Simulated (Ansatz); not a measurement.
Mulliken charges of CH$_{5}$InSe (`[CH3][InH][SeH]`) from B3LYP/def2-TZVPP in Ansatz (PBE0-D4/def2-TZVP geometry).

```
atom   x (Å)   y (Å)   z (Å)  charge (e)
  C1  -1.285  -0.008  -0.057      -0.565
 In2   0.672   0.786   0.301       0.642
 Se3   2.598  -0.769  -0.169      -0.337
  H4  -2.048   0.768   0.001       0.119
  H5  -1.315  -0.473  -1.043       0.115
  H6  -1.499  -0.775   0.690       0.113
  H7   1.170   2.328   0.871      -0.136
  H8   1.708  -1.858  -0.593       0.049
```

**Question.** By hand: the dipole of these point charges (1 e Å = 4.8032 D).

**Answer.** Σ q r = (-0.358, 0.310, 0.093) e Å, of length 0.483 e Å = 2.32 D.

**Question.** How does the dipole of the full density compare? (Estimate.)

**Answer.** Ansatz gave: (-0.447, 0.074, 0.009) e Å, 2.18 D; the point charges give 1.06 times that, at 33° from its direction.

Point charges leave out the atoms' own dipoles, such as those of lone pairs, and Mulliken's split depends on the basis, so the two needn't agree.

B3LYP here is the variant with VWN-RPA as its local correlation; programs differ in this.
